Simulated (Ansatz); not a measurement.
`Cc1cccc2cc3ccccc3cc12` with charge -1. Total charge -1; doublet. Geometry PBE-D4/def2-SVP.

```
atom   x (Å)   y (Å)   z (Å)
  C1   0.916   3.175  -0.802
  C2   0.086   2.049  -1.359
  C3  -0.584   2.199  -2.588
  C4  -1.367   1.158  -3.126
  C5  -1.484  -0.055  -2.434
  C6  -0.829  -0.263  -1.186
  C7  -0.931  -1.482  -0.465
  C8  -0.282  -1.702   0.777
  C9  -0.382  -2.924   1.507
 C10   0.272  -3.106   2.734
 C11   1.057  -2.065   3.275
 C12   1.177  -0.849   2.584
 C13   0.525  -0.626   1.336
 C14   0.630   0.594   0.614
 C15  -0.019   0.814  -0.630
 H16   0.557   3.506   0.201
 H17   0.901   4.059  -1.473
 H18   1.981   2.880  -0.654
 H19  -0.490   3.155  -3.133
 H20  -1.883   1.299  -4.090
 H21  -2.093  -0.877  -2.848
 H22  -1.544  -2.296  -0.891
 H23  -0.996  -3.737   1.081
 H24   0.176  -4.063   3.274
 H25   1.574  -2.205   4.239
 H26   1.789  -0.032   3.004
 H27   1.246   1.394   1.054
```

At PBE-D4/def2-SVP, PBE0-D4/def2-SVP the highest occupied level of the relaxed charge -1 doublet lies above zero (up to 1.46 eV). By energy differences its removal costs 0.59 eV (each at its own geometry, to the charge 0 singlet, at PBE-D4/def2-SVP); self-interaction error and the lack of diffuse functions both raise the level.

Problem. Estimate the α-spin orbital energies around the gap (eV) in Ansatz with PBE-D4/def2-SVP, PBE0-D4/def2-SVP.

Solution. 
| orbital | PBE-D4/def2-SVP | PBE0-D4/def2-SVP |
| --- | --- | --- |
| HOMO−5 | -3.26 | -4.62 |
| HOMO−4 | -2.92 | -4.23 |
| HOMO−3 | -1.99 | -3.15 |
| HOMO−2 | -1.85 | -2.88 |
| HOMO−1 | -0.58 | -1.58 |
| HOMO | 1.46 | 0.81 |
| LUMO | 2.95 | 3.73 |
| LUMO+1 | 3.15 | 3.83 |
| LUMO+2 | 4.21 | 5.10 |
| LUMO+3 | 4.44 | 5.28 |
| LUMO+4 | 4.56 | 5.48 |
| LUMO+5 | 4.61 | 5.50 |
| β HOMO | -0.26 | -0.96 |
| β LUMO | 1.83 | 2.57 |
